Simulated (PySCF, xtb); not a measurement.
SnCl2, SMILES [Cl][Sn][Cl] (connectivity only; charge and spin as stated), neutral, multiplicity 1.

Harmonic wavenumbers (cm⁻¹) from GFN2-xTB (xtb 6.7.1) at its own minimum, in rising order: 109, 303, 327.

**Question.** What does PBE-D3(BJ)/def2-TZVP run with PySCF give at its own minimum? (An estimate is asked for; the answer gives what the named calculation found.)

**Answer.** 112, 326, 341. Paired by order, the mean absolute difference is 13 cm⁻¹ and the zero-point energies are 1.1 and 1.1 kcal/mol.
